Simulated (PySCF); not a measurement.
## Polarisability and C₆ of O⁺ (oxygen, charge +1)

[He] 2s2 2p3, high-spin 4S determinant. Calculation: PySCF 2.14, in dyall-acv3z; the non-relativistic Hamiltonian (point nucleus). Coupled (time-dependent) response in atomic units; α is the mean over directions.

```csv
method,mean α (bohr³),C₆ (like pair),S(−4)
UHF,2.632,4.957,5.030
PBE,2.680,5.286,4.315
PBE0,2.633,5.130,4.293
CAM-B3LYP,2.605,5.095,3.992
B97-3,2.570,4.996,3.937
```

S(−4) is the Cauchy moment in α(ω) = α(0) + S(−4) ω² + …

α(iu) at PBE:

```tsv
u (hartree)	α(iu) (bohr³)
0	2.680
0.0500	2.669
0.100	2.638
0.200	2.523
0.300	2.364
0.500	2.007
0.750	1.609
1.00	1.298
1.50	0.8775
2.00	0.6252
3.00	0.3586
5.00	0.1603
```

For an ion, C₆ is the dispersion term alone; charge-induced terms of lower order in 1/R come first.
